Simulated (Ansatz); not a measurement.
```xyz
2

Al    0.0000    0.0000   -1.1073
N     0.0000    0.0000    1.1073
```

Basis set: 6-31G (spherical functions). Correlated methods keep 6 orbitals frozen. Charge 0, multiplicity 3.

Computed with Ansatz (development build ahead of 0.2.0); the reference of a correlated method needn't be the lowest determinant of its kind.

**Question.** Give the atomization energy at this shape (free ground-state atoms in the same class of orbitals less the molecule, no zero-point energy) of triplet AlN by UHF-BCCD(T), UHF-CCSD(T).

**Answer.**

```tsv
method	atomization energy
UHF-BCCD(T)	30.91 kcal/mol
UHF-CCSD(T)	30.91 kcal/mol
```

Caution: the reference determinant was not shown to be the lowest.

This basis has no polarisation functions and is too small for such energies, which can lie far from measured ones in either direction.
